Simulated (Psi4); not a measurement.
Psi4 input (wB97X-D/6-311+G**):

```
memory 1500 MB

molecule {
-1 1
Si   -0.08497619   -0.52288476    0.02360404
O    -0.03550231    1.04350028   -0.04212334
H     1.47368503   -1.02761551    0.00653007
symmetry c1
no_reorient
no_com
}

set {
  basis 6-311+G**
  reference rks
  scf_type pk
  dft_radial_points 99
  dft_spherical_points 590
  e_convergence 1e-8
  d_convergence 1e-7
  maxiter 150
}

e = energy('wb97x-d')
print_out(f'\nFINAL {e:.10f} DIPOLE {variable("CURRENT DIPOLE")[0]:.6f} {variable("CURRENT DIPOLE")[1]:.6f} {variable("CURRENT DIPOLE")[2]:.6f}\n')
```

From the last part of the output:

```
      37A      1.509281    38A      1.509290    39A      1.542932
      40A      1.727827    41A      1.742622    42A      1.863114
      43A      2.188641    44A      2.838408    45A      3.172270
      46A      3.180458    47A      3.275657    48A      3.302772
      49A      3.755806    50A      5.330128    51A      5.342917
      52A      5.403657    53A      5.883966    54A     11.634586
      55A     11.670894    56A     11.850810    57A     50.227044
      58A    141.355633

    Final Occupation by Irrep:
              A
    DOCC [    12 ]
    NA   [    12 ]
    NB   [    12 ]

  @RKS Final Energy:  -365.32913172699506

   => Energetics <=

    Nuclear Repulsion Energy =             43.9586195980186503
    One-Electron Energy =                -598.9304651365712289
    Two-Electron Energy =                 211.1735989752305898
    DFT Exchange-Correlation Energy =     -21.5307347398047959
    Empirical Dispersion Energy =          -0.0001504238683056
    VV10 Nonlocal Energy =                  0.0000000000000000
    Total Energy =                       -365.3291317269951151

Computation Completed

Properties will be evaluated at   0.000000,   0.000000,   0.000000 [a0]

Properties computed using the SCF density matrix

 Multipole Moments:

 ------------------------------------------------------------------------------------
     Multipole            Electronic (a.u.)      Nuclear  (a.u.)        Total (a.u.)
 ------------------------------------------------------------------------------------

 L = 1.  Multiply by 2.5417464519 to convert [e a0] to [Debye]
 Dipole X            :          0.0039305           -0.0000002            0.0039303
 Dipole Y            :         -0.3672042            0.0000002           -0.3672040
 Dipole Z            :          0.0150313           -0.0000002            0.0150311
 Magnitude           :                                                    0.3675325

 ------------------------------------------------------------------------------------

FINAL -365.3291317270 DIPOLE 0.003930 -0.367204 0.015031

*** Psi4 exiting successfully. Buy a developer a beer!
```

The dipole moment of an ion depends on the origin.
